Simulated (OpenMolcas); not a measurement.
Re3+: from CASSCF to CASPT2

```yaml
Program: OpenMolcas
Basis: ANO-RCC-VTZP [8s7p5d3f2g1h]
Scalar_Hamiltonian: DKH2, point nucleus
Active_space: 4 electrons in 5 orbitals (5d)
State_averaging: 2S+1 = 5 even, 5 roots; 2S+1 = 3 even, 45 roots; 2S+1 = 1 even, 50 roots
Spin-orbit_coupling: state interaction with AMFI integrals over the reference wave functions, term energies averaged over their components
```

Methods on the same reference wave functions:
A. CASSCF
B. SS-CASPT2, IPEA 0.25 Eh, imaginary shift 0.1 Eh (closed shells correlated: 5s 5p)
C. MS-CASPT2, IPEA 0.25 Eh, imaginary shift 0.1 Eh (closed shells correlated: 5s 5p)
D. XMS-CASPT2, IPEA 0.25 Eh, imaginary shift 0.1 Eh (closed shells correlated: 5s 5p)

Energies in cm⁻¹ above 5d⁴ ⁵D₀, the measured ground level; measured values from the list in Brasseur, Gamrath and Quinet, At. Data Nucl. Data Tables 157, 101636 (2024).

| Level | A | B | C | D | Measured |
| --- | --- | --- | --- | --- | --- |
| 5d⁴ ⁵D₀ [68 %] | 0.0 | 0.0 | 0.0 | 0.0 | 0.0 |
| 5d⁴ ⁵D₁ | 2445 | 3080 | 3070 | 3170 | 3084 |
| 5d⁴ ⁵D₂ | 5119 | 6040 | 6000 | 6140 | 5979 |
| 5d⁴ ⁵D₃ | 7596 | 8480 | 8440 | 8570 | 8350 |
| 5d⁴ ⁵D₄ | 9768 | 10370 | 10320 | 10370 | 10121 |
| 5d⁴ ³P₀(1) [57 %] | 17809 | 15570 | 15520 | 15290 |  |
| 5d⁴ ³H₄ [57 %] | 19225 | 18150 | 18100 | 17910 | 16946 |
| 5d⁴ ³H₅ | 23190 | 22240 | 22190 | 22050 | 20930 |
| 5d⁴ ³G₃ [58 %] | 23246 | 21370 | 21330 | 21060 | 19817 |
| 5d⁴ ³P₁(1) | 23821 | 20920 | 20830 | 20530 | 19340 |
| 5d⁴ ³F₂(1) [71 %] | 24338 | 21680 | 21630 | 21090 | 19851 |
| 5d⁴ ³H₆ | 25143 | 24210 | 24160 | 23990 | 22896 |
| 5d⁴ ³P₂(1) [60 %] | 29576 | 26330 | 26170 | 25850 |  |
| 5d⁴ ³F₃(1) [56 %] | 30745 | 28440 | 28380 | 28040 | 26476 |
| 5d⁴ ³D₃ [63 %] | 33210 | 30250 | 30210 | 30010 | 28526 |
| 5d⁴ ³G₅ | 33254 | 31750 | 31700 | 31530 | 30052 |
| 5d⁴ ¹I₆ | 35491 | 34030 | 33990 | 33670 | 32396 |
| 5d⁴ ³D₁ | 36622 | 33580 | 33560 | 33400 | 31543 |
| 5d⁴ ¹S₀(1) | 42121 | 38660 | 38450 | 37860 | 36484 |
| 5d⁴ ¹F₃ [69 %] | 45914 | 41010 | 40970 | 40440 | 38458 |
| 5d⁴ ³P₂(2) | 50646 | 44890 | 44950 | 44330 |  |
| 5d⁴ ³F₄(2) [67 %] | 52212 | 47530 | 47480 | 46860 |  |
| 5d⁴ ³F₂(2) [75 %] | 54104 | 49130 | 49120 | 48490 |  |
| 5d⁴ ³F₃(2) | 54906 | 49930 | 49880 | 49310 | 46525 |

Deviations, from unrounded energies. A percentage is the sum of absolute deviations over the sum of measured energies, with the sign that they share, or ± where signs differ.

```
                        Against measurement  Levels      A     B     C     D
             mean absolute deviation (cm-1)      18   3500  1500  1400  1200
      fine structure of the ground term (%)       4   -9.5  ±1.6  ±1.2  +2.6
other terms of the ground configuration (%)      14  +15.6  +6.7  +6.4  +5.3
```

D lies closest to measurement on these levels and A furthest from it. The largest miss of D in the table is 5d⁴ ³F₃(2), by +2800 cm-1. The ranking rests on the paired levels alone, and a cruder setting can come out closer through cancelling errors.

Among B to D the level of the table that moves most is 5d⁴ ¹S₀(1), by 800 cm-1 (lowest in D, highest in B). Moves below CASPT2's spread within the term are not significant.

The mean deviations of B to D differ by less than CASPT2's widest spread within a term (1200 cm-1), so their order carries little weight.

From A to B the spin-free energies of the other terms of 5d⁴ shown, above ⁵D, scale by factors of 0.76 to 0.89, as is usual when dynamic correlation screens the repulsion within a d or f shell.

The lowest spin-free term lies below A's lowest term by 0.276 hartree in B, 0.276 hartree in C, 0.280 hartree in D.

CASPT2 breaks the degeneracy within a term, and the mean is taken; among the terms shown or strongly mixed into the levels shown the widest spread is 1200 cm-1 (5d⁴ ¹I, C). The CASPT2 spread within a term exceeds the gap to the next term for 5d⁴ ³D and 5d⁴ ¹I, so the order of their levels is uncertain (figures for B; the like holds for C, D). Without dynamic correlation excited terms often stand tens of per cent too high (terms of higher spin than the ground term too low), and those without a measured partner can miss by more than the paired ones (holds for A). Some levels mix across a computed gap that differs much from the measured one, so their mixing is not that of the real levels (holds for A). Computed and measured levels are paired by configuration, term and J; levels that our copy of the source lacks, or whose pairing is in doubt (as where it misses far off the trend of its configuration), stay unpaired and out of the deviations. Levels of configurations outside the active space are missing. Levels that lie high or do not pair safely by name in every column are left out.

A share in square brackets marks a mixed level and gives the weight of the term that names it, the lowest over the columns. A number in round brackets counts repeated terms of one configuration in the order of the reference energies.
